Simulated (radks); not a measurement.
Q: Ionisation ladder of sulfur, from S IV to S IX. Each ion is in the ground configuration listed by NIST, and IE = E(next ion) - E(this ion). All-electron calculation, Dirac Kohn-Sham, PBE, spin-unpolarised, spherical densities, point nucleus; open shells fill j = l - 1/2 first. Program: a radial shooting solver on a logarithmic mesh with Libxc functionals.

| species | configuration | IE, Delta-SCF (eV) | -e(HOMO) (eV) | HOMO |
|---|---|---|---|---|
| S IV | [Ne] 3s2 3p1 | 46.886 | 40.349 | 3p1/2 |
| S V | [Ne] 3s2 | 73.242 | 65.924 | 3s1/2 |
| S VI | [Ne] 3s1 | ? | 80.611 | 3s1/2 |
| S VII | [Ne] | ? | 257.71 | 2p3/2 |
| S VIII | [He] 2s2 2p5 | ? | 306.95 | 2p3/2 |
| S IX | [He] 2s2 2p4 | 386.16 | 359.01 | 2p3/2 |

Estimate the withheld Delta-SCF values.

A: S VI: 88.117 eV (NIST 88.053); S VII: 282.09 eV (NIST 280.95); S VIII: 332.75 eV (NIST 328.79).

Beside tabulated values, note that spin-unpolarised runs miss the spin-polarisation part of the exchange energy of open shells.
